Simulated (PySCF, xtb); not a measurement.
BFH, SMILES [BH]F (connectivity only; charge and spin as stated), charge +1, multiplicity 1.

Harmonic wavenumbers (cm⁻¹) from GFN2-xTB (xtb) at its own minimum, in rising order: 612, 612, 1755, 2616.

Q: What does ωB97X-D3(BJ)/def2-TZVPD run with PySCF give at its own minimum? (The exact figures need the calculation; the answer reports its results.)

A: 742, 742, 1640, 2853. Paired by order, the mean absolute difference is 153 cm⁻¹ and the zero-point energies are 8.0 and 8.5 kcal/mol.
